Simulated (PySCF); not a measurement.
C2H6Te. Atoms are numbered in the order given.

```xyz
9

Te    -0.4505    -0.1605     0.4487
H     -1.5071    -0.0733    -0.8457
C      1.3146    -0.1735    -0.8583
C      1.5013     1.0980    -1.6706
H      1.2250    -1.0667    -1.4913
H      2.1484    -0.3423    -0.1600
H      1.5889     1.9832    -1.0227
H      0.6557     1.2680    -2.3552
H      2.4181     1.0297    -2.2829
```
Charge 0, spin multiplicity 1.

Coordinates come from a B3LYP-D3(BJ)/def2-SVP optimisation. The def2 effective core potentials stand for the cores of Te; spin–orbit coupling is left out.

These are PBE0/def2-TZVPD (PySCF) values and carry that method's errors.

Mulliken values depend strongly on the basis, most of all with diffuse functions as here. ESP charges are fitted to the potential on shells at 1.4 to 2.0 van der Waals radii. Atomic charges (e):

```
atom  ESP fit  Mulliken
----  -------  --------
Te1     -0.19     -0.08
H2       0.08      0.08
C3      -0.05     -0.49
C4      -0.19     -0.59
H5       0.05      0.23
H6       0.12      0.25
H7       0.06      0.21
H8       0.07      0.21
H9       0.06      0.19
```
